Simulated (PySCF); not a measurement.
## Electron correlation in Se (selenium, neutral)

[Ar] 3d10 4s1 4p5, high-spin 3P determinant (an excited configuration). Calculation: PySCF 2.14, in dyall-av2z (16s12p8d, 92 functions); the non-relativistic Hamiltonian (point nucleus). Frozen: [Ar] 3d10; 6 electrons correlated; the 39 highest virtual orbitals of each spin left out.

| level | correlation energy (mhartree) |
| --- | --- |
| CCSD | -172.25 |
| (T) | -12.36 |
| CCSD(T) | -184.61 |

Diagnostics: T1 = 0.028, D1 = 0.0606, largest double amplitude 0.249.

Task: Is a single reference adequate?

Result: Not fully. A double-excitation amplitude exceeds 0.15, a sign of near-degeneracy.
